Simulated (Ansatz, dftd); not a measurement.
Reaction: CH5GeO (SMILES [O][GeH2][CH3], doublet) → CH5GeO (SMILES [CH3][GeH][OH], doublet)
Each species at its own B3LYP-D3(BJ)/def2-TZVP minimum (Ansatz, an electronic-structure program), one conformer.

Wanted: isomerisation energy (electronic), in kcal/mol. Open shells are spin-unrestricted; no spin-orbit coupling. Cores are frozen in correlated methods (noble-gas shells, and filled d and f shells in the p block). No relativity. Double hybrids freeze cores in their MP2 part.

| level | program | isomerisation energy (kcal/mol) |
|---|---|---|
| PBE-D3(BJ)/def2-TZVPD | Ansatz + dftd3 | -34.6 |
| PBE0-D3(BJ)/def2-TZVPD | Ansatz + dftd3 | -32.2 |
| r2SCANh-D4/def2-TZVPD | Ansatz + dftd4 | -30.9 |
| CAM-B3LYP-D3(BJ)/def2-TZVPD | Ansatz + dftd3 | -31.3 |
| CAM-B3LYP-D4/def2-TZVPD | Ansatz + dftd4 | -31.3 |
| B2PLYP/def2-TZVPD | Ansatz | -33.3 |
| B2GP-PLYP-D3(BJ)/def2-TZVPD | Ansatz + dftd3 | -33.4 |
| CCSDT(Q)/cc-pVDZ | Ansatz | -28.4 |
